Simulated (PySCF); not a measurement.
Atoms are numbered as in `[O:1]=[C:2]([F:3])[c:4]1[cH:5][cH:6][c:7]([C:8](=[O:9])[F:10])[cH:11][cH:12]1` (H(Xn): hydrogen on atom n).

Relativity neglected, one averaged value for each set of equivalent atoms, in vacuum, a single conformation. Geometry: GFN2-xTB; σ from GIAO-PBE0/pcSseg-1; PySCF.

References, each an isolated molecule treated in the same way: ¹³C (186.93 ppm) and ¹H (31.72 ppm) vs TMS; H2O for ¹⁷O (336.08 ppm); ¹⁹F (170.95 ppm) vs CFCl3.

```tsv
atoms	nucleus	count	Hirshfeld charge	δ (ppm)
C2/C8	¹³C	2	0.23	164.8
C4/C7	¹³C	2	-0.01	135.8
F3/F10	¹⁹F	2	-0.08	?
C5/C6/C11/C12	¹³C	4	-0.03	139.5
O1/O9	¹⁷O	2	-0.21	?
H(C5)/H(C6)/H(C11)/H(C12)	¹H	4	0.06	8.67
```

Problem. Fill in the missing shifts.

Solution. 
- O1/O9: 442.6 ppm, carbonyl oxygen
- F3/F10: 21.5 ppm, fluorine bonded to C

Shifts are as computed. Against solution values, carbons near 30 ppm lie about +3 ppm off and those near 130 ppm about +5 ppm. Of 1211 compounds with measured shifts, 218 miss one by over three times the rms of a fit or turn the order of signals round; such compounds aren't used in these exercises. Unscaled 19F shifts against computed CFCl3 carry errors that often reach 10 to 50 ppm. Unscaled 17O shifts of doubly bonded oxygen tend to come out too high, by tens of ppm or more. Experimental scales use liquid or dissolved standards, which lie at an offset from isolated H2O (liquid H2O: subtract about 36 ppm).
